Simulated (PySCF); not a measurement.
PySCF input for ZnF2, SMILES [F][Zn][F], TDA-CAM-B3LYP/def2-SVPD. Geometry optimised at B3LYP-D3(BJ)/def2-TZVP. The isomer is the one that the SMILES or the coordinates give; other isomers of the formula were not compared.

```python
import numpy as np
from pyscf import gto, scf, dft, tdscf

mol = gto.M(
    atom='''
    Zn    0.00000000    0.00000000    0.00000000
    F     0.00000000    0.00000000   -1.74052325
    F     0.00000000    0.00000000    1.74052325
    ''',
    basis='def2-SVPD',
    charge=0,
    spin=0,
    symmetry=True,
    symmetry_subgroup='D2h',
    max_memory=1600,
    verbose=4,
)
mf = dft.RKS(mol, xc='cam-b3lyp').density_fit(auxbasis='def2-universal-jkfit')
mf.grids.level = 3
mf.conv_tol = 1e-9
mf.max_cycle = 100
mf.kernel()
mf.grids = dft.Grids(mol).set(level=1).build(with_non0tab=True)  # coarser grid for the response kernel
td = tdscf.TDA(mf)
td.singlet = True
td.nstates = 10
td.conv_tol = 1e-4
td.positive_eig_threshold = 1e-6
td.kernel(x0=td.get_init_guess(mf, 15))
td.analyze()
tt = tdscf.TDA(mf)
tt.singlet = False
tt.nstates = 4
tt.conv_tol = 1e-4
tt.positive_eig_threshold = 1e-6
tt.kernel(x0=tt.get_init_guess(mf, 9))
tt.analyze(verbose=3)
```

It prints:

```
PySCF version 2.14.0

[INPUT] verbose = 4
[INPUT] num. atoms = 3
[INPUT] num. electrons = 48
[INPUT] charge = 0
[INPUT] spin (= nelec alpha-beta = 2S) = 0
[INPUT] symmetry True subgroup D2h
[INPUT] Mole.unit = angstrom
[INPUT] Symbol           X                Y                Z      unit          X                Y                Z       unit  Magmom
[INPUT]  1 Zn     0.000000000000   0.000000000000   0.000000000000 AA    0.000000000000   0.000000000000   0.000000000000 Bohr   0.0
[INPUT]  2 F      0.000000000000   0.000000000000  -1.740523250000 AA    0.000000000000   0.000000000000  -3.289112255938 Bohr   0.0
[INPUT]  3 F      0.000000000000   0.000000000000   1.740523250000 AA    0.000000000000   0.000000000000   3.289112255938 Bohr   0.0

nuclear repulsion = 176.491391849583
point group symmetry = Dooh, use subgroup D2h
symmetry origin: [0. 0. 0.]
symmetry axis x: [1. 0. 0.]
symmetry axis y: [0. 1. 0.]
symmetry axis z: [0. 0. 1.]
num. orbitals of irrep Ag = 20
num. orbitals of irrep B1g = 4
num. orbitals of irrep B2g = 7
num. orbitals of irrep B3g = 7
num. orbitals of irrep Au = 3
num. orbitals of irrep B1u = 17
num. orbitals of irrep B2u = 11
num. orbitals of irrep B3u = 11
number of shells = 30
number of NR pGTOs = 142
number of NR cGTOs = 80
basis = def2-SVPD
ecp = {}


[settings echo left out]
init E= -1978.33593188011
HOMO (Ag) = -0.444816054614803  LUMO (Ag) = -0.125712169191352  gap/eV = 8.68326
cycle= 1 E= -1978.67578434264  delta_E= -0.34  |g|= 0.94  |ddm|= 1.93
HOMO (B2g) = -0.310866408695581  LUMO (Ag) = -0.0428755540497607  gap/eV = 7.29240
cycle= 2 E= -1978.45813363529  delta_E= 0.218  |g|= 1.55  |ddm|=  1.6
HOMO (B3g) = -0.457417529889097  LUMO (Ag) = -0.0553397492569587  gap/eV = 10.94109
cycle= 3 E= -1978.82431599647  delta_E= -0.366  |g|= 0.0686  |ddm|= 0.955
HOMO (B2g) = -0.444970336505417  LUMO (Ag) = -0.0460472316730409  gap/eV = 10.85525
cycle= 4 E= -1978.82476660451  delta_E= -0.000451  |g|= 0.0417  |ddm|= 0.0543
HOMO (B2g) = -0.448616091169156  LUMO (Ag) = -0.0461130309095665  gap/eV = 10.95267
cycle= 5 E= -1978.8249961376  delta_E= -0.00023  |g|= 0.00398  |ddm|= 0.0218
HOMO (B2g) = -0.448836956047735  LUMO (Ag) = -0.0461116698952573  gap/eV = 10.95871
cycle= 6 E= -1978.82500094646  delta_E= -4.81e-06  |g|= 0.000591  |ddm|= 0.00568
HOMO (B2g) = -0.448881742328299  LUMO (Ag) = -0.0461385296591783  gap/eV = 10.95920
cycle= 7 E= -1978.82500127783  delta_E= -3.31e-07  |g|= 0.000177  |ddm|= 0.002
HOMO (B3g) = -0.448855055808477  LUMO (Ag) = -0.0461492828070282  gap/eV = 10.95818
cycle= 8 E= -1978.82500129159  delta_E= -1.38e-08  |g|= 2.21e-05  |ddm|= 0.000321
HOMO (B2g) = -0.448855022361365  LUMO (Ag) = -0.0461488595823414  gap/eV = 10.95819
cycle= 9 E= -1978.82500129176  delta_E= -1.75e-10  |g|= 3.04e-06  |ddm|= 4.71e-05
HOMO (B3g) = -0.44885518816734  LUMO (Ag) = -0.0461488256084239  gap/eV = 10.95820
Extra cycle  E= -1978.82500129176  delta_E= 1.82e-12  |g|= 3e-06  |ddm|= 5.25e-06
converged SCF energy = -1978.82500129176
tot grids = 18040
Overwritten attributes  positive_eig_threshold  of <class 'pyscf.tdscf.rks.TDA'>


******** <class 'pyscf.tdscf.rks.TDA'> for <class 'pyscf.df.df_jk.DFSymAdaptedRKS'> ********
nstates = 10 singlet
deg_eia_thresh = 1.000e-03
wfnsym = None
conv_tol = 0.0001
eigh lindep = 1e-12
eigh level_shift = 0
eigh max_cycle = 100


Excitation energies (eV)
[6.80935311 6.80935311 7.60883226 7.60883226 8.39928185 8.49896381
 8.95615024 8.99853086 8.99858198 9.62507389]

** Singlet excitation energies and oscillator strengths **
Excited State   1:  B3g      6.80935 eV    182.08 nm  f=0.0000
      24 -> 25       -0.69360
      24 -> 29        0.10350
Excited State   2:  B2g      6.80935 eV    182.08 nm  f=0.0000
      23 -> 25       -0.69360
      23 -> 29        0.10350
Excited State   3:  B2u      7.60883 eV    162.95 nm  f=0.0565
      21 -> 25       -0.69288
Excited State   4:  B3u      7.60883 eV    162.95 nm  f=0.0565
      22 -> 25       -0.69288
Excited State   5:   Ag      8.39928 eV    147.61 nm  f=0.0000
      20 -> 25        0.65986
      21 -> 26        0.15091
      22 -> 27        0.15091
Excited State   6:  B1u      8.49896 eV    145.88 nm  f=0.1002
      19 -> 25        0.57692
      23 -> 27       -0.27327
      24 -> 26       -0.27327
Excited State   7:   Au      8.95615 eV    138.43 nm  f=0.0000
      23 -> 26       -0.48997
      24 -> 27        0.48997
Excited State   8:  B1u      8.99853 eV    137.78 nm  f=0.0000
      23 -> 27       -0.49090
      24 -> 26        0.49090
Excited State   9:   Au      8.99858 eV    137.78 nm  f=0.0000
      23 -> 26        0.49089
      24 -> 27        0.49089
Excited State  10:  B1g      9.62507 eV    128.81 nm  f=0.0000
      21 -> 27       -0.48967
      22 -> 26        0.48967

** Transition electric dipole moments (AU) **
state          X           Y           Z        Dip. S.      Osc.
  1        -0.0000     -0.0000     -0.0000      0.0000      0.0000
  2         0.0000     -0.0000      0.0000      0.0000      0.0000
  3        -0.0000      0.5507     -0.0000      0.3033      0.0565
  4         0.5507     -0.0000      0.0000      0.3033      0.0565
  5         0.0000     -0.0000     -0.0000      0.0000      0.0000
  6         0.0000      0.0000     -0.6938      0.4814      0.1002
  7        -0.0000     -0.0000      0.0000      0.0000      0.0000
  8         0.0000     -0.0000     -0.0000      0.0000      0.0000
  9        -0.0000     -0.0000     -0.0000      0.0000      0.0000
 10        -0.0000      0.0000      0.0000      0.0000      0.0000

** Transition velocity dipole moments (imaginary part, AU) **
state          X           Y           Z        Dip. S.      Osc.
  1        -0.0000     -0.0000     -0.0000      0.0000      0.0000
  2         0.0000     -0.0000      0.0000      0.0000      0.0000
  3        -0.0000      0.1298      0.0000      0.0169      0.0402
  4         0.1298     -0.0000      0.0000      0.0169      0.0402
  5         0.0000     -0.0000     -0.0000      0.0000      0.0000
  6         0.0000      0.0000     -0.1847      0.0341      0.0728
  7        -0.0000      0.0000      0.0000      0.0000      0.0000
  8         0.0000     -0.0000     -0.0000      0.0000      0.0000
  9        -0.0000     -0.0000     -0.0000      0.0000      0.0000
 10         0.0000      0.0000      0.0000      0.0000      0.0000

** Transition magnetic dipole moments (imaginary part, AU) **
state          X           Y           Z
  1        -0.5163     -0.0000     -0.0000
  2         0.0000      0.5163     -0.0000
  3        -0.0000      0.0000     -0.0000
  4        -0.0000      0.0000      0.0000
  5        -0.0000      0.0000      0.0000
  6         0.0000     -0.0000     -0.0000
  7         0.0000      0.0000     -0.0000
  8        -0.0000     -0.0000      0.0000
  9        -0.0000     -0.0000     -0.0000
 10         0.0000      0.0000      0.0000


******** <class 'pyscf.tdscf.rks.TDA'> for <class 'pyscf.df.df_jk.DFSymAdaptedRKS'> ********
nstates = 4 triplet
deg_eia_thresh = 1.000e-03
wfnsym = None
conv_tol = 0.0001
eigh lindep = 1e-12
eigh level_shift = 0
eigh max_cycle = 100


Excitation energies (eV)
[6.44823223 6.44823223 7.12761205 7.12761205]

** Triplet excitation energies and oscillator strengths **
Excited State   1:  B3g      6.44823 eV    192.28 nm  f=0.0000
Excited State   2:  B2g      6.44823 eV    192.28 nm  f=0.0000
Excited State   3:  B2u      7.12761 eV    173.95 nm  f=0.0000
Excited State   4:  B3u      7.12761 eV    173.95 nm  f=0.0000
```

The calculation finished and met its thresholds.
